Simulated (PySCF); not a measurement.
**Sn (tin, neutral): UHF calculation**

Configuration: [Kr] 4d10 5s2 5p2, high-spin 3P determinant. Computed with PySCF 2.14 in aug-cc-pVTZ-PP with one added diffuse shell each of d, f type with ECP28MDF (6s5p5d3f, 67 functions), with a scalar-relativistic core potential.

```
Total energy                                                  : -213.340272 hartree
One-electron energy                                           : -376.0906 hartree
Hartree (Coulomb) energy                                      : 179.8833 hartree
Exchange energy                                               : -17.1329 hartree
⟨S²⟩                                                          : 2.0120
⟨L²⟩                                                          : 2.032
Sum of ⟨r⟩                                                    : 29.41 bohr
Sum of ⟨r²⟩                                                   : 58.91 bohr²
Traceless quadrupole moment −½Σ⟨3z² − r²⟩ along its main axis : 4.92 e·bohr²
```

```json
{"shell": "4s α", "electrons": "1", "mean orbital energy (eV)": "-159.45", "spread (eV)": "0", "rms radius, mean of both spins (bohr)": "0.879"}
{"shell": "4s β", "electrons": "1", "mean orbital energy (eV)": "-159.31", "spread (eV)": "0", "rms radius, mean of both spins (bohr)": "0.879"}
{"shell": "4p α", "electrons": "3", "mean orbital energy (eV)": "-110.09", "spread (eV)": "0.117", "rms radius, mean of both spins (bohr)": "0.953"}
{"shell": "4p β", "electrons": "3", "mean orbital energy (eV)": "-109.94", "spread (eV)": "0.432", "rms radius, mean of both spins (bohr)": "0.953"}
{"shell": "4d α", "electrons": "5", "mean orbital energy (eV)": "-35.641", "spread (eV)": "0.322", "rms radius, mean of both spins (bohr)": "1.18"}
{"shell": "4d β", "electrons": "5", "mean orbital energy (eV)": "-35.481", "spread (eV)": "0.504", "rms radius, mean of both spins (bohr)": "1.18"}
{"shell": "5s α", "electrons": "1", "mean orbital energy (eV)": "-15.617", "spread (eV)": "0", "rms radius, mean of both spins (bohr)": "2.66"}
{"shell": "5s β", "electrons": "1", "mean orbital energy (eV)": "-12.027", "spread (eV)": "0", "rms radius, mean of both spins (bohr)": "2.66"}
{"shell": "5p α", "electrons": "2", "mean orbital energy (eV)": "-7.261", "spread (eV)": "0", "rms radius, mean of both spins (bohr)": "3.46"}
```

Energies and moments cover only the electrons outside the core potential.
